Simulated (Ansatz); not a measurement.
```xyz
2

H     0.0355   -0.0349   -1.3785
Br    0.0431    0.0232    0.0499
```

Basis set: aug-cc-pVDZ (spherical functions). Correlated methods keep 9 orbitals frozen. Charge 0, multiplicity 1.

Computed with Ansatz (development build ahead of 0.2.0); each method stands on the lowest determinant of its kind that the runs found. Restricted open shells among the atoms or ions are ROHF, correlated in semicanonical orbitals with singles.

The atomization energy at this shape (free ground-state atoms in the same class of orbitals less the molecule, no zero-point energy) of singlet HBr:

```csv
method,atomization energy
RHF-MP2,368.3 kJ/mol
```

Task: What does RHF give?

Result: 281.3 kJ/mol.
